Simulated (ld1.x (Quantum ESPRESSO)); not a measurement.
# Before and after: ultrasoft potential for Pb

- Element: Pb
- Generator: ld1.x (Quantum ESPRESSO) 7.5
- Type: ultrasoft
- Functional: PBEsol
- Relativity: scalar-relativistic
- Frozen core: [Xe] 4f14
- Valence charge: 14
- Reference configuration: 5d10 6s2 6p2
- Partial waves: 6s (bound): rcut 1.45, rcutus 1.90 bohr; 6s channel at -0.2 Ry: rcut 1.45, rcutus 1.90 bohr; 6p (bound): rcut 1.60, rcutus 2.15 bohr; 6p channel at 1.5 Ry: rcut 1.60, rcutus 2.15 bohr; 5d (bound): rcut 1.00, rcutus 1.30 bohr; 5d channel at -0.45 Ry: rcut 1.00, rcutus 1.30 bohr
- Local potential: all-electron potential smoothed inside 2.10 bohr (lloc = -1)
- Core correction: none
- Augmentation charge: PSQ, inside the norm-conserving radii

Change: waves 6p (bound): rcut 1.60, rcutus 3.22 bohr; 6p channel at 1.5 Ry: rcut 1.60, rcutus 3.22 bohr.

Cutoffs: the cutoffs (Ry, on a coarse ladder) from which the occupation-weighted sum of valence levels, in a spherical-Bessel basis at the reference potential, stays within 10 and 1 mRy of its value at 400 Ry; they do not see the model core or the augmentation charge, which bear on the density cutoff. Errors are all-electron minus pseudo energies relative to the spin-unpolarised reference configuration.

Task: Predict the effect on cutoff, ghosts and configuration errors.

Result: The potential gets neither clearly harder nor softer (70 Ry and 120 Ry → 70 Ry and 120 Ry); of the 7 tests that both files solve, the error grows in 3 and shrinks in 1 by more than 15 % and 0.3 meV (median size 9.2 → 10.2 meV); neither file shows a bound ghost.

| quantity | base | changed |
| --- | --- | --- |
| cutoff, loose | 70 Ry | 70 Ry |
| cutoff, tight | 120 Ry | 120 Ry |
| bound ghosts | none | none |
| error for 5d10 6s2 6p1, meV [ΔE 6.60 eV] | -3.0 | -2.8 |
| error for 5d10 6s2 6p0, meV [ΔE 20.04 eV] | -8.4 | -7.6 |
| error for 5d10 6s1 6p0, meV [ΔE 52.52 eV] | -13 | -10 |
| error for 5d10 6s0 6p4, meV [ΔE 17.91 eV] | +9.2 | +11 |
| error for 5d10 6s0 6p0, meV [ΔE 95.24 eV] | +25 | +30 |
| error for 5d9 6s2 6p3, meV [ΔE 19.29 eV] | +13 | +22 |
| error for 5d10 6s1 6p2, meV [ΔE 16.18 eV] | -2.0 | -2.3 |
| lowest overlap eigenvalue by channel | s 0.48, p 0.55, d 0.89 | s 0.48, p 0.35, d 0.89 |
